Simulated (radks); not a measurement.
Numerical settings for the barium ion Ba3+, [Kr] 4d10 5s2 5p5. Calculated with a radial shooting solver on a logarithmic mesh with Libxc functionals: Dirac Kohn-Sham, PBE, spin-unpolarised, spherical densities, finite nucleus; open shells fill j = l - 1/2 first; Fermi nuclear charge, rms radius 4.8378 fm. The defaults (mesh step 0.008 in ln r, mesh end at 40 bohr or more with all orbitals vanishing there, Anderson mixing 0.5 over 9 steps, residual threshold near 1e-9 with the energy settled to 1e-9 hartree or 1e-11 of itself, here a cap of 93 iterations) give E = -8137.1140 hartree and 5p3/2 at -41.365 eV in 14 iterations. Run on one thread of a shared host, so times are rough (Arm Neoverse N1): 0.16 s of CPU time, 0.16 s wall, 14 iterations on 2213 mesh points. Changes against that run (0 stands for a change within the tolerance of the run):

setting	iterations	converged	E (mhartree)	e(5p3/2) (meV)	CPU (s)
mesh step in ln r 0.012	14	yes	0	0	0.11
mesh step in ln r 0.02	14	yes	+0.000645	0	0.08
mesh step in ln r 0.2	4	no	diverged	-	0.02
mesh end (bohr) 1	13	level above zero	+2.57e+05	+8.87e+05	0.11
mesh end (bohr) 8	14	yes	+0.000642	+0.0354	0.15
residual threshold 1e-16	93	no	0	0	0.52
residual threshold 0.1	8	yes	0	-0.898	0.12
mixing 0.2	17	yes	0	0	0.19
linear mixing, mixing 0.5	30	yes	0	0	0.27
linear mixing, mixing 0.8	27	yes	0	0	0.27
mixing history 20	18	yes	0	0	0.19
iteration cap 8	8	no	0	-0.464	0.09

Settled on a wrong energy, with an occupied level pushed above zero by the early mesh end: mesh end (bohr) 1 (+257 hartree). Apart from these: no run marked as converged misses the energy by more than 1 mhartree. A mesh that ends early acts as a hard wall.
